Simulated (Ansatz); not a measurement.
Ideal-gas functions of `CO[AsH]` radical at 500 K and 1 bar, from an Ansatz frequency run at PBE0-D4/def2-TZVP.

Molar mass 106.96 g/mol, point group Cs (symmetry number 1), electronic degeneracy 2, moments of inertia 12.425, 121.966, 131.195 u Å². Harmonic wavenumbers (cm⁻¹, unscaled): 68, 164, 287, 627, 852, 1112, 1171, 1191, 1468, 1486, 1489, 2127, 3016, 3082, 3118.

Use S(trans) = R[1.5 ln M + 2.5 ln T − 1.1517]; rotational temperatures θ = 24.2544 K / I; S(rot) = R[ln(√π/σ · √(T³/θAθBθC)) + 1.5]; for each mode x = 1.438777 ν̃/T, S = R[x/(eˣ − 1) − ln(1 − e⁻ˣ)] and H = RT x/(eˣ − 1); 1 cm⁻¹ = 0.0119627 kJ/mol; R = 8.31446 J/(mol·K).

By hand: the entropy, in J/(mol·K).

Translation 177.9. Rotation: θ = 1.9521, 0.1989, 0.1849 K, giving 105.7. Vibration, mode by mode: 21.89, 14.63, 10.14, 4.45, 2.67, 1.48, 1.29, 1.23, 0.64, 0.62, 0.61, 0.13, 0.01, 0.01, 0.01, in all 59.8. Electronic 5.8. Sum 349.2 J/(mol·K).

By hand: H − E and G − E in kJ/mol, counted from the electronic energy.

Zero-point energy ½ × 21258 × 0.0119627 = 127.2; thermal vibration 14.5; translation, rotation and pV give 4 RT = 16.6. H − E = 158.3 kJ/mol, and G − E = 158.3 − 500 × 349.2/1000 = -16.3 kJ/mol.

Vibration gives 17 % of the entropy, 21.9 J/(mol·K) of it from the mode under 150 cm⁻¹: soft modes count most, and the harmonic formula is weakest for them.
